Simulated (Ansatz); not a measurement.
Ansatz (a program for electronic structure) input (CCSD(T)/cc-pV(D+d)Z):
A basis named .json is the Basis Set Exchange file of that set.

Ansatz 0.2 input:
```yaml
crystal:
  periodic: [false, false, false]
  atoms:
    - {symbol: O, position_ang: [-0.72623486, -1.22786515, -0.00080347]}
    - {symbol: S, position_ang: [0.00000000, -0.00000000, -0.00000000]}
    - {symbol: O, position_ang: [-0.69887984, 1.24210367, -0.06177353]}
    - {symbol: O, position_ang: [1.42511470, -0.01423852, 0.06257700]}
basis:
  gaussian:
    orbitals: cc-pV_D+d_Z.json
total_charge: 1
magnetization: {spin_polarized: true, initial_magnetization: 1}
correlation: {method: ccsd_t, electrons: outside_noble_gas}
```

End of the output:

```
mean field evaluation 800: about -16908.9742 eV, gradient 2.5e0 eV
mean field evaluation 832: about -16913.7518 eV, gradient 1.1e0 eV
mean field evaluation 864: about -16909.0927 eV, gradient 8.8e-3 eV
mean field evaluation 896: about -16913.8380 eV, gradient 5.5e-1 eV
mean field evaluation 928: about -16908.1899 eV, gradient 2.8e-3 eV
mean field evaluation 960: about -16912.7698 eV, gradient 5.7e0 eV
mean field evaluation 992: about -16906.0108 eV, gradient 1.9e0 eV
mean field evaluation 1024: about -16907.3376 eV, gradient 3.4e0 eV
mean field evaluation 1056: about -16913.8909 eV, gradient 9.6e-6 eV
mean field -16914.04393341 eV, -621.5796498021 hartree, gradient 6.7e-6 eV, S^2 0.778354; 22 other end points of the search recorded, 0 dependent functions left out
determinant -16914.04393341 eV, -621.5796498021 hartree, with singles and doubles -16932.91675589 eV, -622.2732132356 hartree
determinant -16913.89088170 eV, -621.5740252555 hartree, with singles and doubles -16932.59476519 eV, -622.2613802959 hartree
determinant -16913.86957132 eV, -621.5732421133 hartree, with singles and doubles -16933.01207111 eV, -622.2767160054 hartree
determinant -16913.84545288 eV, -621.5723557773 hartree, with singles and doubles -16931.82139814 eV, -622.2329595810 hartree
determinant -16913.71770398 eV, -621.5676610918 hartree, with singles and doubles -16933.12634714 eV, -622.2809155720 hartree
determinant -16913.35404489 eV, -621.5542968666 hartree, with singles and doubles -16931.77982816 eV, -622.2314319122 hartree
determinant -16911.09193294 eV, -621.4711657858 hartree, with singles and doubles -16930.64172137 eV, -622.1896072591 hartree
determinant -16911.08237507 eV, -621.4708145403 hartree, with singles and doubles -16930.62178723 eV, -622.1888746929 hartree
determinant -16914.04393341 eV, -621.5796498021 hartree, with singles and doubles -16933.06540434 eV, -622.2786759654 hartree
determinant -16913.89088170 eV, -621.5740252555 hartree, with singles and doubles -16933.02067372 eV, -622.2770321456 hartree
determinant -16913.86957132 eV, -621.5732421133 hartree, with singles and doubles -16933.09715229 eV, -622.2798426811 hartree
determinant -16913.71770398 eV, -621.5676610918 hartree, with singles and doubles -16933.12692710 eV, -622.2809368852 hartree
8 core orbitals not correlated
reference -16913.71770398 eV, -621.5676610918 hartree; 12, 11 occupied and 45, 46 virtual orbitals, 609 factors
second order -19.69761630 eV of doubles, -0.00000000 eV of singles
coupled cluster: 0.22 GiB planned
cycle   1  -19.40923425 eV  change   -1.1e-5 eV  update   1.7e-6
coupled cluster: 0.22 GiB planned
perturbative correction -0.92028653 eV, -0.0338199061 hartree
Total energy: -16934.04722476 eV, -622.3147572005 hartree
```
